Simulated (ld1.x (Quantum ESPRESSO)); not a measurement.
# Before and after: TM potential for antimony

- Element: antimony (Sb)
- Generator: ld1.x (Quantum ESPRESSO) 7.5
- Type: norm-conserving Troullier–Martins (Kleinman–Bylander form)
- Functional: Wu–Cohen
- Relativity: scalar-relativistic
- Frozen core: [Kr] 4d10
- Valence charge: 5
- Reference configuration: 5s2 5p3
- Partial waves: 5s (bound): rc 1.85 bohr; 5d channel at 0.25 Ry: rc 1.40 bohr; 5p (bound): rc 1.65 bohr
- Local potential: the p channel
- Core correction: none

All-electron outer shells of the reference configuration (Wu–Cohen, scalar-relativistic, ld1.x):

```tsv
shell	level (eV)	outermost node (bohr)	outermost maximum (bohr)
4p	-101.66	0.39	0.76
4d	-33.43	0.38	0.84
5s	-12.89	0.95	1.90
5p	-4.84	1.04	2.32
```

Change: wave 5p (bound): rc 1.65 bohr becomes 5p (bound): rc 2.26 bohr.

Cutoffs: the cutoffs (Ry, on a coarse ladder) from which the occupation-weighted sum of valence levels, in a spherical-Bessel basis at the reference potential, stays within 10 and 1 mRy of its value at 400 Ry; they do not see the model core or the augmentation charge, which bear on the density cutoff. Errors are all-electron minus pseudo energies relative to the spin-unpolarised reference configuration.

Question: How do hardness, ghosts and transferability respond?

Answer: The potential gets softer (45 Ry and 100 Ry → 25 Ry and 35 Ry); the bound ghost in s disappears; of the 7 tests that both files solve, the error grows in 2 and shrinks in 2 by more than 15 % and 0.3 meV (median size 17.7 → 6.7 meV). A larger radius leaves more room for a smooth pseudo-wave, so fewer plane waves are needed.

```csv
quantity,base,changed
"cutoff, loose",45 Ry,25 Ry
"cutoff, tight",100 Ry,35 Ry
loose cutoff by channel (10 mRy a level),"s 18 Ry, p 35 Ry","s 12 Ry, p 10 Ry"
bound ghosts,s,none
"error for 5s2 5p2, meV [ΔE 8.35 eV]",-2.9,-4.7
"error for 5s2 5p1, meV [ΔE 24.39 eV]",-18,-20
"error for 5s2 5p0, meV [ΔE 48.87 eV]",-46,-41
"error for 5s1 5p4, meV [ΔE 8.15 eV]",+29,+6.7
"error for 5s2 5p3.3, meV [ΔE -1.16 eV]",+0.3,+0.2
"error for 5s2 5p2.5, meV [ΔE 3.28 eV]",-0.8,-1.3
"error for 5s1 5p3, meV [ΔE 17.13 eV]",+37,+9.5
```

 A true bound ghost makes a file unfit for plane-wave use even where its test errors are small: the radial tests pick states by their node count and pass the ghost by.
